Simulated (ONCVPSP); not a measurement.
## Transferability test, ONCV potential for Lu (Z = 71)

```json
{"Element": "lutetium", "Generator": "ONCVPSP 4.0.1", "Type": "optimised norm-conserving Vanderbilt (ONCV)", "Functional": "PBE", "Relativity": "scalar-relativistic", "Frozen core": "[Kr] 4d10", "Valence charge": "25", "Reference configuration": "4f14 5s2 5p6 5d1 6s2", "Partial waves": "5s+6s: rc 1.90 bohr, ncon 3, nbas 7, qcut 5.3 1/bohr, 2 projectors; 5p: rc 2.30 bohr, ncon 4, nbas 7, qcut 6.6 1/bohr, 1 projector; 5d: rc 2.40 bohr, ncon 4, nbas 8, qcut 3.6 1/bohr, 1 projector; 4f: rc 0.65 bohr, ncon 4, nbas 8, qcut 26.6 1/bohr, 2 projectors, debl 1.3 Ha", "Local potential": "polynomial inside 0.65 bohr (lpopt 5, dvloc0 2 Ha)", "Core correction": "Teter function, fcfact 4, rcfact 1.55"}
```

Energies are relative to the spin-unpolarised reference configuration 4f14 5s2 5p6 5d1 6s2; without spin polarisation the order of configurations can differ from experiment. Not all tests gave a result: 1 of 4 tests not solved or not reliable.

| valence configuration | charge | ΔE all-electron (eV) | error AE − PS (meV) |
| --- | --- | --- | --- |
| 4f14 5s2 5p6 5d1 6s1 | +1 | 7.366 | -1.5 |
| 4f14 5s2 5p6 5d1 6s0 | +2 | 20.645 | -5.3 |
| 4f14 5s2 5p6 5d1 6s0 6p1 | +1 | 11.613 | +67 |

Levels in the configuration 4f14 5s2 5p6 5d1 6s1:

```csv
level,all-electron (eV),pseudo (eV)
4f,-16.330,-16.358
5s,-67.773,-67.789
5p,-38.377,-38.380
5d,-7.870,-7.870
6s,-10.211,-10.210
```

Note: ghosts flagged at negative energy: s at -536.9 eV, p at -258.4 eV, f at -8.0 eV; GHOST(+) flagged for d at 8.7 eV. A true bound ghost makes a file unfit for plane-wave use.
